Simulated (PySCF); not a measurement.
CH7BGeN (calculated)

All values are calculated (PySCF 2.14.0). Calculation on a computer-drawn molecule: optimised geometry and harmonic frequencies of an isolated molecule of the commonest isotopes, restricted reference for singlets and unrestricted otherwise, frozen core in MP2; on germanium a core potential holds 10 electrons, which the energies leave out, and 3d is frozen in MP2 and coupled-cluster steps.

Entry: CH7BGeN

Start structure:
```xyz
11
CH7BGeN
C     -1.0011     0.0351    -1.2020
B      0.1320    -0.0361    -0.2030
N      1.1910    -0.9382    -0.3360
Ge     2.6817    -1.2927     0.7240
H     -2.0337    -0.2316    -0.7268
H     -0.8977    -0.6675    -2.0267
H     -1.1575     0.9847    -1.6492
H      0.1073     0.5339     0.8429
H      1.2162    -1.4535    -1.2381
H      1.9952    -1.0982     2.1786
H      2.7734    -2.8553     0.6010
```

It was run with charge 0, multiplicity 2, method HF, basis cc-pVDZ and basis and core potential on germanium cc-pVDZ-PP ECP10MDF.

Drawn bonds:
```tsv
atom	other atom	order
1	2	1
2	3	1
3	4	1
1	5	1
1	6	1
1	7	1
2	8	1
3	9	1
4	10	1
4	11	1
```

Questions
1. Give the missing total energy for CH7BGeN.
2. CH7BGeN: rotational constants?

## Answers
1. -414.4819 hartree
2. 30.05, 1.607, 1.549 GHz

Further results for CH7BGeN:

```
spin squared                                  : 0.7542
convergence status largest gradient component : 3.71e-05 hartree/bohr
```

Optimised structure:
```xyz
11
CH7BGeN
C     -1.0678     0.0524    -1.2501
B      0.0853    -0.1465    -0.1817
N      1.1413    -1.0616    -0.3527
Ge     2.5778    -1.3303     0.7877
H     -2.0437    -0.1437    -0.7917
H     -0.9738    -0.5845    -2.1348
H     -1.0950     1.0962    -1.5836
H      0.0711     0.5064     0.8348
H      1.1634    -1.5821    -1.2109
H      2.1167    -1.0323     2.2198
H      3.0315    -2.7933     0.6279
```

Modes:
```tsv
frequency (cm⁻¹)	reduced mass (dalton)
95.42	1.137
121.6	1.939
142.3	1.548
189.5	3.098
334	3.707
605.6	1.267
643.4	1.402
735.8	1.581
757.1	1.104
833.9	1.096
867.8	2.018
905.4	1.031
1043	1.685
1057	1.986
1184	1.389
1302	1.53
1428	1.314
1499	2.178
1560	1.051
1566	1.133
2162	1.017
2200	1.024
2639	1.092
3153	1.038
3215	1.097
3229	1.102
3789	1.075
```
